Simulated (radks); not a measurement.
Values are calculated unless marked as measured or tabulated.
Effect of the nuclear size on the magnesium ion Mg+, [Ne] 3s1. Level of theory: Dirac Kohn-Sham, exchange-only LDA, spin-unpolarised, spherical densities, finite nucleus; Fermi nuclear charge, rms radius 3.057 fm (a radial shooting solver on a logarithmic mesh with Libxc functionals). The rms radius is varied about that value; shifts are against it.

rms radius (fm),total energy shift (eV),density at nucleus (e/bohr^3),1s1/2 shift (meV)
2.4639,-0.000917,1150,-0.381
2.8155,-0.000397,1148,-0.165
3.057,0,1147,0.000
3.2221,0.000290,1147,0.120
3.6287,0.00107,1145,0.444

Slopes of the eigenvalues against <r^2> in GHz/fm^2, as finite differences over the two radii next to the reference (eigenvalue slopes, not the field-shift constants of lines): 1s1/2 28.1.
